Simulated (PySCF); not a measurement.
**From computed data to an observable: refractive index and permittivity of the vapour**

silyloxysilylformaldehyde (CH6O2Si2), SMILES O=C[SiH2]O[SiH3].

Coordinates come from a B3LYP-D3(BJ)/def2-SVP optimisation. Other conformers were not sampled.

PBE/def2-TZVP in PySCF gives a mean static polarisability of 71.8 bohr³ and a dipole moment of 2.22 D. Take an ideal gas at 298.15 K and 1 bar, whether or not the substance is that volatile.

**Question.** Work out n − 1 in the optical limit and the static ε − 1.

**Answer.** 
Polarisability volume α' = 71.8 × 0.148185 = 10.64 Å³. Number density N = p/kT = 2.43e-5 Å⁻³.
Dilute limit of Lorentz–Lorenz: n − 1 = 2π N α' = 0.0016.
Orientation term of Debye: μ²/(3kT) = 8.098 Å³ × μ²(D²) = 39.91 Å³.
ε − 1 = 4π N (α' + μ²/3kT) = 0.015. Orientation of the dipole supplies 79 % of the static response; it can't follow optical fields. Vibrational polarisation and dispersion are left out.
